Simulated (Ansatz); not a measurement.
[5.6]paracyclophane, `c1cc2ccc1CCCCCCc1ccc(cc1)CCCCC2`. Total charge 0; singlet. Geometry PBE-D4/def2-SVP.

Cartesian coordinates in Å:
```
C -0.303 2.380 1.132
C -1.573 2.258 0.552
C -2.562 1.433 1.120
C -2.226 0.724 2.292
C -0.955 0.839 2.868
C 0.032 1.671 2.301
C 1.407 1.775 2.922
C 2.440 0.772 2.370
C 2.805 0.978 0.895
C 4.053 0.196 0.456
C 3.912 -1.336 0.357
C 3.495 -1.874 -1.028
C 2.073 -1.606 -1.471
C 1.037 -2.503 -1.141
C -0.268 -2.313 -1.614
C -0.596 -1.211 -2.430
C 0.430 -0.292 -2.725
C 1.739 -0.488 -2.262
C -1.994 -1.023 -2.978
C -2.936 -0.206 -2.071
C -3.257 -0.884 -0.736
C -4.303 -0.152 0.115
C -3.930 1.297 0.488
H 0.443 3.047 0.672
H -1.809 2.827 -0.363
H -2.978 0.074 2.768
H -0.724 0.279 3.789
H 1.799 2.805 2.773
H 1.321 1.628 4.019
H 3.364 0.860 2.985
H 2.063 -0.262 2.533
H 1.939 0.725 0.248
H 3.001 2.062 0.731
H 4.406 0.584 -0.525
H 4.871 0.434 1.173
H 4.893 -1.798 0.599
H 3.208 -1.713 1.131
H 4.194 -1.460 -1.787
H 3.656 -2.973 -1.032
H 1.267 -3.389 -0.528
H -1.047 -3.054 -1.370
H 0.204 0.582 -3.359
H 2.526 0.230 -2.543
H -2.451 -2.020 -3.162
H -1.929 -0.523 -3.967
H -3.882 -0.014 -2.625
H -2.477 0.790 -1.888
H -2.321 -0.997 -0.148
H -3.620 -1.918 -0.933
H -5.281 -0.139 -0.415
H -4.475 -0.737 1.045
H -3.975 1.943 -0.414
H -4.704 1.693 1.181
```

LC-ωPBE has ω = 0.4 bohr⁻¹. Single mean-field runs in def2-SVP, def2-TZVP are fitted with def2-universal-jkfit. The restricted singlet is unstable towards broken spin symmetry in Hartree–Fock (as tested in another run); at HF/STO-3G this wasn't settled.

(1) Estimate the orbital energies around the gap (eV) in Ansatz with HF/STO-3G, r2SCAN-D4/def2-TZVP, PBE0-D4/def2-SVP, PBE0-D4/def2-TZVP, LC-ωPBE/def2-TZVP.

## Answers

(1) 
```json
{"orbital": "HOMO−9", "HF/STO-3G": "-11.00", "r2SCAN-D4/def2-TZVP": "-7.88", "PBE0-D4/def2-SVP": "-8.95", "PBE0-D4/def2-TZVP": "-8.95", "LC-ωPBE/def2-TZVP": "-11.72"}
{"orbital": "HOMO−8", "HF/STO-3G": "-10.91", "r2SCAN-D4/def2-TZVP": "-7.73", "PBE0-D4/def2-SVP": "-8.81", "PBE0-D4/def2-TZVP": "-8.79", "LC-ωPBE/def2-TZVP": "-11.55"}
{"orbital": "HOMO−7", "HF/STO-3G": "-10.87", "r2SCAN-D4/def2-TZVP": "-7.64", "PBE0-D4/def2-SVP": "-8.72", "PBE0-D4/def2-TZVP": "-8.72", "LC-ωPBE/def2-TZVP": "-11.45"}
{"orbital": "HOMO−6", "HF/STO-3G": "-10.72", "r2SCAN-D4/def2-TZVP": "-7.57", "PBE0-D4/def2-SVP": "-8.65", "PBE0-D4/def2-TZVP": "-8.65", "LC-ωPBE/def2-TZVP": "-11.38"}
{"orbital": "HOMO−5", "HF/STO-3G": "-10.65", "r2SCAN-D4/def2-TZVP": "-7.56", "PBE0-D4/def2-SVP": "-8.63", "PBE0-D4/def2-TZVP": "-8.63", "LC-ωPBE/def2-TZVP": "-11.37"}
{"orbital": "HOMO−4", "HF/STO-3G": "-10.59", "r2SCAN-D4/def2-TZVP": "-7.55", "PBE0-D4/def2-SVP": "-8.61", "PBE0-D4/def2-TZVP": "-8.62", "LC-ωPBE/def2-TZVP": "-11.36"}
{"orbital": "HOMO−3", "HF/STO-3G": "-7.34", "r2SCAN-D4/def2-TZVP": "-6.23", "PBE0-D4/def2-SVP": "-7.03", "PBE0-D4/def2-TZVP": "-7.04", "LC-ωPBE/def2-TZVP": "-9.56"}
{"orbital": "HOMO−2", "HF/STO-3G": "-7.33", "r2SCAN-D4/def2-TZVP": "-6.20", "PBE0-D4/def2-SVP": "-6.99", "PBE0-D4/def2-TZVP": "-6.99", "LC-ωPBE/def2-TZVP": "-9.51"}
{"orbital": "HOMO−1", "HF/STO-3G": "-6.77", "r2SCAN-D4/def2-TZVP": "-5.75", "PBE0-D4/def2-SVP": "-6.54", "PBE0-D4/def2-TZVP": "-6.54", "LC-ωPBE/def2-TZVP": "-8.96"}
{"orbital": "HOMO", "HF/STO-3G": "-6.76", "r2SCAN-D4/def2-TZVP": "-5.74", "PBE0-D4/def2-SVP": "-6.53", "PBE0-D4/def2-TZVP": "-6.53", "LC-ωPBE/def2-TZVP": "-8.95"}
{"orbital": "LUMO", "HF/STO-3G": "7.25", "r2SCAN-D4/def2-TZVP": "-0.92", "PBE0-D4/def2-SVP": "-0.09", "PBE0-D4/def2-TZVP": "-0.21", "LC-ωPBE/def2-TZVP": "1.85"}
{"orbital": "LUMO+1", "HF/STO-3G": "7.28", "r2SCAN-D4/def2-TZVP": "-0.88", "PBE0-D4/def2-SVP": "-0.03", "PBE0-D4/def2-TZVP": "-0.15", "LC-ωPBE/def2-TZVP": "1.94"}
{"orbital": "LUMO+2", "HF/STO-3G": "7.50", "r2SCAN-D4/def2-TZVP": "-0.80", "PBE0-D4/def2-SVP": "0.03", "PBE0-D4/def2-TZVP": "-0.07", "LC-ωPBE/def2-TZVP": "2.02"}
{"orbital": "LUMO+3", "HF/STO-3G": "7.51", "r2SCAN-D4/def2-TZVP": "-0.76", "PBE0-D4/def2-SVP": "0.07", "PBE0-D4/def2-TZVP": "-0.04", "LC-ωPBE/def2-TZVP": "2.06"}
{"orbital": "LUMO+4", "HF/STO-3G": "13.21", "r2SCAN-D4/def2-TZVP": "0.96", "PBE0-D4/def2-SVP": "1.72", "PBE0-D4/def2-TZVP": "1.14", "LC-ωPBE/def2-TZVP": "3.18"}
{"orbital": "LUMO+5", "HF/STO-3G": "13.28", "r2SCAN-D4/def2-TZVP": "1.11", "PBE0-D4/def2-SVP": "1.81", "PBE0-D4/def2-TZVP": "1.24", "LC-ωPBE/def2-TZVP": "3.28"}
```
